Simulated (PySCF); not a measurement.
Se(NH2)(OSiH3) (H5NOSeSi), SMILES N[Se]O[SiH3]. Atoms are numbered in the order given.

```xyz
9

Se    -0.7263     0.0345     0.6479
N     -0.8303     1.7844     0.2357
H     -0.2459     2.4070     0.7904
H     -0.8134     2.0179    -0.7549
O      1.0056    -0.4441     0.1914
Si     1.3612    -0.8356    -1.4008
H      0.6308    -2.0570    -1.8496
H      2.8293    -1.0707    -1.4665
H      1.0017     0.2905    -2.3181
```

Coordinates come from a B3LYP-D3(BJ)/def2-SVP optimisation. This is a generated structure with no PubChem entry under its InChIKey; it may be hypothetical. Other conformers were not sampled.

These are PySCF with HF/def2-TZVP values and carry that method's errors.

Atomic charges (e):

```json
[
 {"atom": "Se1", "Mulliken": "0.40", "IAO": "0.65"},
 {"atom": "N2", "Mulliken": "-0.63", "IAO": "-0.75"},
 {"atom": "H3", "Mulliken": "0.27", "IAO": "0.27"},
 {"atom": "H4", "Mulliken": "0.27", "IAO": "0.27"},
 {"atom": "O5", "Mulliken": "-0.61", "IAO": "-0.91"},
 {"atom": "Si6", "Mulliken": "0.51", "IAO": "1.06"},
 {"atom": "H7", "Mulliken": "-0.06", "IAO": "-0.20"},
 {"atom": "H8", "Mulliken": "-0.06", "IAO": "-0.18"},
 {"atom": "H9", "Mulliken": "-0.08", "IAO": "-0.21"}
]
```

Computed Mayer and Wiberg (Löwdin basis) orders of the bonds:
```csv
bond,Mayer,Wiberg
Se1–N2,1.09,1.64
N2–H3,0.91,0.99
N2–H4,0.91,0.99
Se1–O5,0.82,1.29
O5–Si6,1.00,1.59
Si6–H7,0.97,0.97
Si6–H8,0.97,0.97
Si6–H9,0.96,0.97
```
